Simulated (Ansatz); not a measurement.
Basis sets compared for Ga₂As₃⁻ (the lowest singlet isomer of a short search). Total charge -1; singlet. Geometry r2SCAN-D4/def2-SVPD. Ansatz on 4 threads of Arm Neoverse V2 on a shared host; times are rough, and most runs start from earlier orbitals.

```xyz
5

Ga    0.2040    1.3460    0.6902
Ga   -1.0199   -1.1345    0.0071
As   -1.8103    0.4675    1.5472
As    2.0511    0.2238   -0.4285
As    0.5752   -0.9028   -1.8160
```

The structure comes from a short search, and lower isomers may exist.

```csv
level,functions,energy (Eh),HOMO (eV),LUMO (eV),wall time
PBE-D4/def2-SVPD,190,-10554.6428,-0.56,0.65,3.7 s
PBE0-D4/def2-SVPD,190,-10554.8929,-1.22,1.17,8 s
```

(1) Estimate the rows for PBE-D4/def2-TZVPD, PBE0-D4/def2-TZVPD.

## Answers

(1) 
| level | functions | energy (Eh) | HOMO (eV) | LUMO (eV) | wall time |
| --- | --- | --- | --- | --- | --- |
| PBE-D4/def2-TZVPD | 270 | -10555.9630 | -0.60 | 0.61 | 6 s |
| PBE0-D4/def2-TZVPD | 270 | -10556.2113 | -1.26 | 1.13 | 22 s |
